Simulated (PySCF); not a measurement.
**What each rung costs, and what it gives**

Saddle point of BNH₃OF, closed shell (BNH₃OF ([NH2][B]([OH])[F]) → BOF + NH₃ (still joined by a long B–N bond); bonds formed: N2–H4; bonds broken: O3–H4; bonds weakened to dative contacts: B1–N2), PBE0-D4/def2-TZVP structure:

```
atom    x (Å)    y (Å)    z (Å)
  B1  -0.5123   0.5289   0.3752
  N2   0.5010  -0.5291  -0.1824
  O3  -0.9605   1.0804  -0.7085
  H4  -0.0619   0.1336  -1.0671
  F5  -0.7290   0.6815   1.6736
  H6   1.4883  -0.3845  -0.0102
  H7   0.2742  -1.5108  -0.0806
```

Barriers are electronic and count from the start structure reached by relaxing down the imaginary mode.

Computed with PySCF 2.14 with density fitting (its default auxiliary sets; JK sets also for MP2 and CCSD(T)) (basis: as named in each row); correlated methods freeze the cores. B3LYP uses VWN-RPA correlation. Extrapolation: Hartree–Fock as exp(−7.88 √X), correlation as X^−2.97.

Times are rough, for one single point on 4 threads of a shared host (Arm Neoverse V2).

The estimate by CCSD(T) at an estimated basis limit (MP2 extrapolated from triple and quadruple zeta, plus CCSD(T) − MP2 in triple zeta) is 2.194 eV.

```
   method       basis  time (s)  barrier (eV)  method less estimate
       HF      STO-3G   under 1         3.311                 1.118
 B3LYP-D4       6-31G         2         2.121                -0.073
  PBE0-D4    def2-SVP         3         1.999                -0.195
      MP2  def2-QZVPP         3         2.118                -0.076
   PBE-D4    def2-SVP         3         1.752                -0.442
    SPW92  def2-TZVPP         5         1.767                -0.427
  PBE0-D4  def2-TZVPP         6         2.088                -0.106
 BHLYP-D4  def2-TZVPP         6         2.400                 0.206
 B3LYP-D4  def2-TZVPP         6         2.148                -0.045
  CCSD(T)    def2-SVP         7         2.108                -0.085
   PBE-D4  def2-TZVPP         8         1.868                -0.326
r2SCAN-D4  def2-TZVPP        16         2.066                -0.128
  wB97M-V  def2-TZVPP        88         2.152                -0.041
  CCSD(T)  def2-TZVPP       170         2.181                -0.013
```

All methods are single points on the PBE0-D4 structures.

T1 diagnostic: at most 0.015.

Labels in which every atom is bracketed show which atoms are joined, not bond orders.
